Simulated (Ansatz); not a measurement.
Input file for Ansatz (an electronic-structure program): U-CCSD(T)/aug-cc-pV(D+d)Z on BeClF (SMILES [F][Be][Cl]), a point of a bond scan (R = 1.991 Å). Files ending in .json are basis or fitting sets from the Basis Set Exchange.

Ansatz 0.2 input:
```yaml
crystal:
  periodic: [false, false, false]
  atoms:
    - {symbol: Be, position_ang: [-0.00000000, -0.00000000, -0.61301342]}
    - {symbol: F, position_ang: [-0.00000000, -0.00000000, -1.98830246]}
    - {symbol: Cl, position_ang: [0.00000000, 0.00000000, 1.37785743]}
basis:
  gaussian:
    orbitals: aug-cc-pV_D+d_Z.json
correlation: {method: ccsd_t, electrons: outside_noble_gas}
scf: {omitted_lower_state_checks: [cluster_reference]}
magnetization: {spin_polarized: true, initial_magnetization: 0}
```

Output:

```
WARN ansatz: RAYON_NUM_THREADS=1 ignored (pool sized by the plan → 1); use --threads N
Functional definition: HF
these checks for a lower state are left out or cut short: cluster_reference
integrals: 0.09 GiB planned
719 factors; integrals over basis functions are off by at most 7.8e-4 eV
mean field: 0.22 GiB planned
mean field evaluation 1: about -15610.5811 eV, gradient 2.1e1 eV
mean field evaluation 2: about -15610.6404 eV, gradient 2.1e1 eV
mean field evaluation 4: about -15612.5163 eV, gradient 1.1e0 eV
mean field evaluation 8: about -15612.5358 eV, gradient 2.7e-4 eV
mean field -15612.53581695 eV, -573.7501087160 hartree, gradient 1.6e-6 eV, S^2 0.000000; 0 other end points of the search recorded, 0 dependent functions left out
7 core orbitals not correlated
reference -15612.53581695 eV, -573.7501087160 hartree; 8, 8 occupied and 63, 63 virtual orbitals, 719 factors
second order -10.72403979 eV of doubles, -0.00000000 eV of singles
coupled cluster: 0.30 GiB planned
cycle   1  -10.87111643 eV  change   -1.5e-1 eV  update   7.7e-2
cycle   2  -11.07211607 eV  change   -2.0e-1 eV  update   2.2e-2
cycle   3  -11.12975291 eV  change   -5.8e-2 eV  update   1.2e-2
cycle   4  -11.12856949 eV  change    1.2e-3 eV  update   2.4e-3
cycle   5  -11.12641025 eV  change    2.2e-3 eV  update   8.7e-4
cycle   6  -11.12632328 eV  change    8.7e-5 eV  update   2.2e-4
cycle   7  -11.12631480 eV  change    8.5e-6 eV  update   5.9e-5
cycle   8  -11.12630678 eV  change    8.0e-6 eV  update   1.7e-5
perturbative correction -0.28581000 eV, -0.0105033236 hartree
Total energy: -15623.94793373 eV, -574.1694962722 hartree
Checks for a lower state left out: cluster_reference
```

The run converged.

Cost: roughly 8 core-seconds.
